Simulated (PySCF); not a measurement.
## Stationary points of [TeBr3]+

Level of theory: PBE0 in PySCF with Te def2-TZVP with ECP28, Br def2-TZVP; scalar-relativistic core potentials, no spin–orbit coupling; density-fitted integrals.

Relaxations began from a few typed shapes. The search is not exhaustive: other isomers or separated fragments can lie lower, and high-lying points may rest on an excited occupation.

**Question.** Order these stationary points by electronic energy, lowest first, in kJ/mol from the lowest minimum.
A. singlet D3h: Te–Br 2.512 Å (×3); Br–Te–Br 120.0° (×3)
B. singlet C3v: Te–Br 2.427 Å (×3); Br–Te–Br 100.9° (×3)
C. singlet C2v: Te–Br 2.410 Å, Te–Br 2.538 Å (×2); Br–Te–Br 93.7° (×2), Br–Te–Br 172.6°

**Answer.** B (0.0), C (167.7), A (186.8).

**Question.** Which of them are minima?

**Answer.** By energy in kJ/mol, 0.0: minimum; 167.7: saddle point, 1 imaginary mode; 186.8: not settled, its softest mode being under 30 cm⁻¹.

Counting electrons, tellurium keeps 2 of its valence electrons outside its bonds, so the VSEPR class is AX3E1 and the expected shape is trigonal pyramidal (C3v), as computed.
